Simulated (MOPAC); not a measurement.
MOPAC input (AM1):

```
AM1 FORCE THERMO(298,298) PRECISE LET UHF MS=0.5 GEO-OK AUX(PRECISION=9) THREADS=1
H7N2Si2

N    -2.10733878 1   -0.49364482 1   -0.41603587 1
Si   -1.02907141 1    0.64833687 1    0.22698069 1
N     0.49602752 1   -0.04729473 1    0.64971845 1
Si    1.85945064 1   -0.41868431 1   -0.27850856 1
H    -2.66852005 1   -1.08783871 1    0.13051648 1
H    -2.17482725 1   -0.70465137 1   -1.37419510 1
H    -1.60427808 1    1.23075201 1    1.45008405 1
H    -0.82700198 1    1.73110890 1   -0.74738859 1
H     0.55951484 1   -0.34646681 1    1.59061128 1
H     2.06169834 1    0.36449092 1   -1.49576150 1
H     3.10308286 1   -0.62238957 1    0.46198171 1
```

From the output:

```
     H   11   0.006544   0.002556   0.027289   0.162715   2.934334

          HEAT OF FORMATION =     -40.991094 KCALS/MOLE

          ZERO POINT ENERGY      47.655 KCAL/MOL

           NORMAL COORDINATE ANALYSIS (Total motion = 1 Angstrom)

   Root No.       1         2         3         4         5         6         7         8

                 1 A       2 A       3 A       4 A       5 A       6 A       7 A       8 A

                  35.7     135.9     149.7     203.6     293.9     466.2     527.4     574.1

           1    0.0072   -0.0070   -0.0039   -0.0131   -0.0267    0.0013    0.0026   -0.0135
           2    0.0390   -0.0446   -0.0016   -0.0144   -0.0697    0.0020    0.0032   -0.0196
           3    0.0504   -0.0068   -0.0143   -0.0040    0.0021    0.0021   -0.0105   -0.0007
           4    0.0070   -0.0081   -0.0038   -0.0135   -0.0302    0.0018    0.0014   -0.0086
           5   -0.0061    0.0034   -0.0077   -0.0243    0.0489    0.0031    0.0106   -0.0311
           6   -0.0212   -0.0036    0.0045   -0.0296    0.0019   -0.0031    0.0350   -0.0021
           7    0.0508   -0.0255    0.0001    0.0123    0.0743    0.0097    0.0052    0.0154
           8   -0.0243    0.0120   -0.0083   -0.0277   -0.0014   -0.0053   -0.0030    0.0127
           9   -0.0043    0.0137    0.0148    0.0617   -0.0160    0.0003    0.0007   -0.0143
          10   -0.0354    0.0241    0.0048    0.0129    0.0050   -0.0311   -0.0051    0.0103
          11   -0.0015    0.0214    0.0105    0.0427   -0.0068    0.0163   -0.0065    0.0359
          12   -0.0062   -0.0035   -0.0019    0.0075    0.0025    0.0063   -0.0139    0.0024
          13   -0.0238   -0.0081    0.0074   -0.0259   -0.0392   -0.0074    0.0854   -0.0110
          14    0.1289    0.0253    0.3032   -0.1176   -0.1457   -0.0247   -0.0305    0.0826
          15    0.0818    0.0020    0.0135   -0.0074    0.0016    0.0053   -0.0733    0.0091
          16    0.0414   -0.0092   -0.0144   -0.0002   -0.0274    0.0072   -0.0847   -0.0023
          17   -0.0186   -0.1525   -0.2990    0.0950   -0.1429   -0.0156   -0.0155    0.0815
          18    0.0734   -0.0082   -0.0212    0.0048    0.0020    0.0060   -0.0720    0.0076
          19   -0.0513    0.0142    0.0238   -0.0494   -0.0177    0.0134   -0.1420   -0.0100
          20    0.0183    0.0355    0.0227    0.0572    0.0236   -0.0220    0.1902   -0.0385
          21   -0.0586   -0.0137   -0.0028   -0.0899    0.0172    0.0167   -0.1403    0.0050
          22    0.0287    0.0015   -0.0347    0.0099   -0.0383   -0.0211    0.1451   -0.0198
          23   -0.0563   -0.0078   -0.0411   -0.1055    0.0668    0.0148   -0.1620   -0.0206
          24   -0.0616   -0.0146   -0.0051   -0.0912    0.0225    0.0161   -0.1474    0.0066
          25    0.1437   -0.0092   -0.0003    0.0426    0.2255    0.0950   -0.0316   -0.0080
          26   -0.0518    0.0043   -0.0143   -0.0376   -0.0539   -0.0381   -0.0198   -0.0139
          27    0.0050    0.0133    0.0117    0.0615   -0.0031    0.0062   -0.0143   -0.0279
          28   -0.1813   -0.2719    0.1179    0.0779    0.0223    0.3147    0.0105    0.0005
          29    0.0255    0.0423    0.0286    0.1309   -0.0076   -0.1639   -0.0718   -0.2604
          30    0.0261    0.0480   -0.0112    0.0329   -0.0004   -0.1087   -0.0397   -0.1062
          31    0.0267    0.2865   -0.0736   -0.0269   -0.0836    0.2645    0.0117   -0.0195
          32   -0.0378   -0.1829    0.0610    0.0489    0.0759   -0.2448   -0.0078    0.1304
          33    0.0571    0.0754   -0.0653   -0.0983    0.0303   -0.0647    0.0376    0.3062

   Root No.       9        10        11        12        13        14        15        16

                 9 A      10 A      11 A      12 A      13 A      14 A      15 A      16 A

                 608.9     675.3     708.0     806.8     817.9     834.5     859.3     915.7

           1    0.0002    0.0125   -0.0061    0.0140    0.0082    0.0149   -0.0199    0.0020
           2   -0.0486    0.0321    0.0104   -0.0008    0.0027    0.0027    0.0121    0.0036
           3   -0.0026    0.0023    0.0042    0.0029    0.0012    0.0017    0.0008   -0.0576
           4    0.0001    0.0017   -0.0033    0.0019   -0.0026    0.0097   -0.0182   -0.0010
           5    0.0065   -0.0069   -0.0239    0.0230    0.0080   -0.0202   -0.0234   -0.0022
           6    0.0049    0.0010   -0.0010   -0.0137   -0.0056   -0.0001    0.0002    0.0209
           7   -0.0237   -0.0577   -0.0053   -0.0185   -0.0165   -0.0072    0.0251   -0.0020
           8    0.0149    0.0155    0.0231   -0.0360   -0.0150    0.0041    0.0008    0.0014
           9   -0.0050    0.0079   -0.0380    0.0614    0.0233   -0.0058   -0.0017   -0.0028
          10    0.0014    0.0093    0.0045    0.0027   -0.0069    0.0008   -0.0014    0.0001
          11   -0.0085   -0.0036    0.0101   -0.0013   -0.0143    0.0003    0.0004    0.0004
          12    0.0010   -0.0071    0.0227   -0.0166   -0.0231    0.0020    0.0019    0.0018
          13    0.0361   -0.0157    0.0750    0.0565    0.0222    0.0214   -0.0223   -0.2614
          14    0.2462   -0.1238   -0.0221    0.0346    0.0099   -0.0168   -0.0000   -0.0041
          15    0.0049    0.0051   -0.0577   -0.0239   -0.0084   -0.0051    0.0001    0.1322
          16    0.0052    0.0244   -0.0943   -0.0267   -0.0061    0.0054   -0.0221    0.2664
          17    0.2581   -0.0945   -0.0676   -0.0066   -0.0047   -0.0194   -0.0004   -0.0124
          18    0.0020    0.0102   -0.0590   -0.0261   -0.0088   -0.0052    0.0005    0.1316
          19    0.0129    0.1193   -0.1667   -0.1168   -0.0017   -0.2309    0.2947   -0.1390
          20    0.0500    0.0595   -0.1495   -0.1127   -0.0116    0.2575    0.2453   -0.0243
          21   -0.0159    0.0118    0.0051    0.0180    0.0071   -0.2514   -0.0226   -0.0307
          22    0.0386   -0.0226    0.1801    0.1428    0.0864   -0.2348    0.2784    0.1394
          23    0.0061   -0.0560    0.0848    0.1890    0.0945    0.2394    0.2321    0.0358
          24   -0.0130   -0.0202   -0.0120    0.0419    0.0155    0.2619    0.0355   -0.0220
          25    0.1813    0.2798    0.1164    0.0010    0.0102    0.0356   -0.0395    0.0182
          26   -0.0566   -0.1336    0.0010   -0.0354   -0.0246   -0.0118    0.0226   -0.0165
          27    0.0116    0.0220   -0.0166    0.0613    0.0225   -0.0019   -0.0053   -0.0050
          28    0.0126   -0.0182    0.0112   -0.0768    0.1979    0.0020   -0.0159    0.0012
          29    0.0406   -0.0716    0.0747   -0.1877    0.2578    0.0074   -0.0261    0.0045
          30    0.0171   -0.0291    0.0436   -0.0760    0.0645    0.0044   -0.0068    0.0031
          31   -0.0036   -0.0465    0.0041   -0.0456    0.0731   -0.0008    0.0001    0.0011
          32   -0.0194    0.0496   -0.0028    0.0237    0.0251    0.0017   -0.0126   -0.0017
          33   -0.0649    0.0316   -0.0371   -0.0457    0.3665    0.0010   -0.0482   -0.0041

   Root No.      17        18        19        20        21        22        23        24

                17 A      18 A      19 A      20 A      21 A      22 A      23 A      24 A

                 952.3    1070.5    1323.9    1729.9    2228.4    2233.0    2251.0    2256.1

           1    0.2102    0.0072    0.0017   -0.0561    0.0006   -0.0016   -0.0000   -0.0001
           2   -0.0012   -0.0027    0.0014    0.0028   -0.0002    0.0008    0.0000   -0.0000
           3    0.0016   -0.0002   -0.0019    0.0002   -0.0019   -0.0007    0.0000    0.0000
           4   -0.1219   -0.0213   -0.0001    0.0003    0.0037   -0.0104    0.0000    0.0001
           5   -0.0041   -0.0427    0.0027    0.0003   -0.0044    0.0149    0.0002    0.0002
           6    0.0011    0.0007    0.0106    0.0000   -0.0250   -0.0084    0.0002   -0.0000
           7    0.0080    0.0595   -0.0267    0.0005   -0.0002    0.0001   -0.0009   -0.0010
           8   -0.0102    0.1678   -0.0738   -0.0003   -0.0016    0.0025   -0.0019   -0.0011
           9   -0.0267    0.1012   -0.0359   -0.0001   -0.0022   -0.0001    0.0007   -0.0011
          10    0.0004   -0.0128    0.0041   -0.0000   -0.0001    0.0000   -0.0099   -0.0112
          11    0.0095   -0.0431    0.0112    0.0001   -0.0001    0.0000   -0.0190   -0.0038
          12    0.0138   -0.0548   -0.0026    0.0000    0.0003   -0.0000    0.0168   -0.0142
          13    0.2189    0.0059   -0.0071    0.3828   -0.0020   -0.0044    0.0000   -0.0001
          14    0.0096   -0.0112   -0.0045   -0.0091    0.0002    0.0016    0.0000   -0.0000
          15   -0.0090   -0.0011    0.0037   -0.2701   -0.0011   -0.0009   -0.0000   -0.0001
          16    0.2045    0.0072    0.0081    0.3829    0.0042   -0.0020   -0.0000   -0.0002
          17    0.0121   -0.0176    0.0018   -0.0397   -0.0014    0.0013   -0.0000   -0.0001
          18    0.0030    0.0012    0.0028    0.2663   -0.0017   -0.0000    0.0001    0.0001
          19    0.0138   -0.0699    0.0224    0.0010   -0.2210    0.1013    0.0016    0.0009
          20    0.0123   -0.0832    0.0388    0.0009    0.3088   -0.1408   -0.0026   -0.0020
          21    0.0328    0.0218   -0.0102   -0.0012    0.5182   -0.2622   -0.0040   -0.0028
          22   -0.0202   -0.0324   -0.0049    0.0007    0.1102    0.2160   -0.0010    0.0003
          23   -0.0176   -0.0359   -0.0259    0.0004   -0.1661   -0.3271    0.0021   -0.0015
          24   -0.0379    0.0035   -0.0085    0.0013    0.2354    0.5127   -0.0025    0.0018
          25   -0.0655    0.0963    0.2206   -0.0013    0.0006    0.0002    0.0008    0.0003
          26   -0.0049    0.3112    0.6209    0.0017    0.0026    0.0029    0.0010    0.0013
          27   -0.0371    0.1650    0.2941    0.0005   -0.0015   -0.0017    0.0035   -0.0020
          28   -0.0049    0.0089    0.0025    0.0001   -0.0003   -0.0004   -0.0583    0.0625
          29    0.0013   -0.0269   -0.0299    0.0001    0.0009    0.0014    0.1413   -0.2024
          30    0.0098   -0.0460   -0.0168    0.0001   -0.0018   -0.0034   -0.3856    0.5061
          31    0.0058    0.0059   -0.0044    0.0001    0.0041   -0.0009    0.3432    0.2612
          32   -0.0046   -0.0411    0.0178   -0.0000    0.0046   -0.0010    0.4099    0.3191
          33   -0.0257   -0.0416    0.0356    0.0002   -0.0013    0.0007   -0.0955   -0.0893

   Root No.      25        26        27

                25 A      26 A      27 A

                3506.5    3554.9    3615.7

           1   -0.0000    0.0006   -0.0351
           2   -0.0002    0.0031    0.0027
           3    0.0004   -0.0538   -0.0008
           4    0.0004    0.0000   -0.0006
           5    0.0008    0.0000    0.0000
           6   -0.0005   -0.0005   -0.0000
           7    0.0125    0.0000    0.0002
           8    0.0228    0.0001    0.0002
           9   -0.0575   -0.0003   -0.0001
          10    0.0000   -0.0000   -0.0000
          11   -0.0001    0.0000   -0.0000
          12   -0.0010    0.0000   -0.0000
          13   -0.0036    0.2679    0.2553
          14    0.0007   -0.0434   -0.0440
          15   -0.0044    0.3718    0.4140
          16    0.0017   -0.2765    0.2444
```
